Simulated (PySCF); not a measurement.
**Two-photon absorption: `CC1(C)C=C(C=O)O1`, C6H8O2**

Geometry:
```json
{"atom": "C1", "x (Å)": "-1.374", "y (Å)": "1.188", "z (Å)": "-0.527"}
{"atom": "C2", "x (Å)": "-0.545", "y (Å)": "0.028", "z (Å)": "-0.005"}
{"atom": "C3", "x (Å)": "-1.387", "y (Å)": "-1.047", "z (Å)": "0.658"}
{"atom": "C4", "x (Å)": "0.540", "y (Å)": "-0.468", "z (Å)": "-0.928"}
{"atom": "C5", "x (Å)": "1.435", "y (Å)": "0.000", "z (Å)": "-0.033"}
{"atom": "C6", "x (Å)": "2.875", "y (Å)": "0.075", "z (Å)": "0.131"}
{"atom": "O7", "x (Å)": "3.681", "y (Å)": "-0.348", "z (Å)": "-0.661"}
{"atom": "O8", "x (Å)": "0.525", "y (Å)": "0.492", "z (Å)": "0.884"}
{"atom": "H9", "x (Å)": "-2.027", "y (Å)": "0.840", "z (Å)": "-1.322"}
{"atom": "H10", "x (Å)": "-1.975", "y (Å)": "1.603", "z (Å)": "0.278"}
{"atom": "H11", "x (Å)": "-0.722", "y (Å)": "1.966", "z (Å)": "-0.915"}
{"atom": "H12", "x (Å)": "-2.043", "y (Å)": "-1.502", "z (Å)": "-0.080"}
{"atom": "H13", "x (Å)": "-1.987", "y (Å)": "-0.608", "z (Å)": "1.451"}
{"atom": "H14", "x (Å)": "-0.745", "y (Å)": "-1.813", "z (Å)": "1.085"}
{"atom": "H15", "x (Å)": "0.565", "y (Å)": "-0.968", "z (Å)": "-1.871"}
{"atom": "H16", "x (Å)": "3.177", "y (Å)": "0.571", "z (Å)": "1.073"}
```

The calculation used TDDFT LC-wPBE/def2-SVPD excited states, vertical, gas phase in PySCF. Geometry: GFN2-xTB.

(1) Give the one- and two-photon strengths of the lowest singlets.

Results:

(1) δ for parallel linear polarisation; σ at the peak of a Lorentzian of half width 0.1 eV, single beam; Ω is circular over linear.
| state | E (eV) | f | photon λ (nm) | δ (au) | σ (GM) | Ω | main |
| --- | --- | --- | --- | --- | --- | --- | --- |
| S1 | 3.73 | 0.001 | 665 | <0.1 | 0.00 | – | HOMO−1→LUMO 0.92 |
| S2 | 4.75 | 0.142 | 522 | 151 | 1.25 | 0.93 | HOMO→LUMO 0.98 |
| S3 | 6.90 | 0.002 | 359 | 6.95 | 0.12 | 1.50 | HOMO−3→LUMO 0.87 |
| S4 | 7.35 | 0.299 | 338 | 213 | 4.21 | 0.07 | HOMO−2→LUMO 0.88 |
| S5 | 7.37 | 0.004 | 337 | 70.9 | 1.41 | 1.50 | HOMO−4→LUMO 0.76 |

Among these, the strongest one-photon state is S4, the strongest two-photon state S4, with a dipole change of 5.3 D (relaxed, norm of the difference vector).
